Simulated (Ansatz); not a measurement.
Calculated with Ansatz (gas phase, PBE0-D4/def2-TZVP geometries, no zero-point term in ΔE). CCSD(T)/CBS adds triple-zeta CCSD(T) − MP2 to the extrapolated MP2 energy (def2 sets, frozen cores). This one scheme is used for every species. Functionals use def2-TZVPP. Each species was taken in one conformer, which may not be the lowest.

`N=C(F)[SiH](N)Cl` → `N[Si]Cl` + `N=CF`  (silylene formation by 1,1-elimination)

`N=C(F)[SiH](N)Cl`:

```xyz
10

N     0.378   -1.653    0.779
C     0.880   -0.835   -0.018
F     2.097   -1.023   -0.580
Si    0.013    0.781   -0.493
N    -1.558    0.597    0.088
Cl    1.137    2.288    0.355
H     0.982   -2.457    0.958
H     0.057    1.037   -1.946
H    -2.272    1.298   -0.004
H    -1.713   -0.034    0.860
```

`N[Si]Cl`:

Cartesian coordinates in Å:
```
N 0.106 -0.601 0.247
Si -0.071 1.025 0.714
Cl -0.370 1.855 -1.196
H 0.272 -1.324 0.931
H 0.063 -0.955 -0.697
```

`N=CF`:

Cartesian coordinates in Å:
```
N 0.938 -0.149 0.105
C -0.269 0.147 0.100
F -0.750 0.992 1.005
H 1.148 -0.801 -0.644
H -1.067 -0.188 -0.566
```

CCSD(T)/CBS gives +127.5 kJ/mol.

Task: Another level gave +142.1 kJ/mol. Which?
A. SCS-MP2/def2-TZVPP
B. r2SCAN0-D4/def2-TZVPP
C. B2PLYP/def2-TZVPP
D. B97M-V/def2-TZVPP

Result: B. r2SCAN0-D4 142.1, B97M-V 122.3, SCS-MP2/def2-TZVPP 127.4, B2PLYP 116.3 kJ/mol.

Task: What do rigid-rotor, harmonic-oscillator terms from PBE0-D4/def2-TZVP frequencies (298.15 K, 1 bar) make of the CCSD(T)/CBS value? (Estimate.)

Result: The calculation gave: ΔZPE = +1.4 kJ/mol, ΔH = +129.6 kJ/mol, ΔS = 160 J/(mol·K), ΔG = +82.0 kJ/mol. Modes under 50 cm⁻¹ make the entropy rough.

Largest T1 diagnostic among the species: 0.013.

In def2-TZVPP, CCSD(T) changes the Hartree–Fock value by +8.9 kJ/mol (the triples alone add +2.0 kJ/mol) and MP2 by +21.4 kJ/mol. From r2SCAN to r2SCAN0 (25 % exact exchange), in def2-TZVPP and without D4, ΔE moves by +3.2 kJ/mol. Leaving LDA and LC-ωPBE aside and taking each functional with its dispersion term where it has one, the values, not all of them listed here, spread over 34.5 kJ/mol, from BLYP-D4 to r2SCAN0-D4. LDA lies +32.4 kJ/mol from PBE without D4.

CCSD(T)/CBS has its own doubt, a few kJ/mol and more with outer-core shells, so smaller differences from it don't rank the levels.
